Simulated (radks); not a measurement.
Q: Os LVIII, configuration [Ar] 3d1. Calculated with a radial shooting solver on a logarithmic mesh with Libxc functionals: non-relativistic Kohn-Sham, PBE, spin-polarised, spherical densities, point nucleus; open shells are filled with parallel spins first (spin-orbit coupling, left out, can overturn this in heavy ions); relativity is left out, which matters for an element this heavy. Some entries of the table are withheld. Estimate them.

orbital  occ.  eigenvalue (eV)  <r^2> (bohr^2)
1s up       1        -71488.50       0.0005305
1s down     1        -71488.42       0.0005305
2s up       1        -15116.24        0.008119
2s down     1        -15108.95        0.008115
2p up       3        -14706.36        0.005990
2p down     3        -14701.20        0.005986
3s up       1        -5997.472         0.04478
3s down     1        -5991.545         0.04483
3p up       3              (1)         0.04056
3p down     3              (2)         0.04062
3d up       1        -5571.895         0.03010
3d down     0        -5562.590         0.03015
4s up       0              (3)          0.1527
4s down     0              (4)          0.1528
4p up       0        -3112.752          0.1470
4p down     0        -3110.408          0.1472

A: 
(1) 3p up eigenvalue (eV): -5833.965
(2) 3p down eigenvalue (eV): -5827.223
(3) 4s up eigenvalue (eV): -3185.604
(4) 4s down eigenvalue (eV): -3183.472
